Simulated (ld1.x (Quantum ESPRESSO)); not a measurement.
## silver: excitation energies, all-electron against TM

```json
{"Element": "silver (Ag)", "Generator": "ld1.x (Quantum ESPRESSO) 7.5", "Type": "norm-conserving Troullier–Martins (Kleinman–Bylander form)", "Functional": "PBE", "Relativity": "fully relativistic", "Frozen core": "[Ar] 3d10", "Valence charge": "19", "Reference configuration": "4s2 4p6 4d10 5s0 5p0 (charge +1)", "Partial waves": "4p (bound): rc 1.65 bohr; 4d (bound): rc 1.60 bohr; 4s (bound): rc 1.25 bohr", "Local potential": "the s channel", "Core correction": "a·sin(br)/r model core, default radius (core density twice the valence density)"}
```

Open shells are filled in proportion to 2j + 1 (rel_dist='average').

Energies are relative to the spin-unpolarised reference configuration 4s2 4p6 4d10 5s0 5p0; without spin polarisation the order of configurations can differ from experiment.

```
 valence configuration  charge  ΔE all-electron (eV)  error AE − PS (meV)
  4s2 4p6 4d10 5s1 5p0       0                -7.759                 +475
   4s2 4p6 4d8 5s0 5p0      +3                58.306                  +43
4s2 4p6 4d10 5s0.5 5p0    +0.5                -4.742                 +275
  4s2 4p6 4d10 5s0 5p1       0                -3.897                 +123
  4s1 4p6 4d10 5s1 5p0      +1                94.272                 +827
   4s2 4p6 4d9 5s1 5p1       0                 0.808                 +854
```

(1) What are ΔE and the potential's error for 4s2 4p6 4d9 5s0 5p0?

Results:

(1) ΔE = 22.115 eV all-electron; the error (AE − PS) is +7.4 meV.
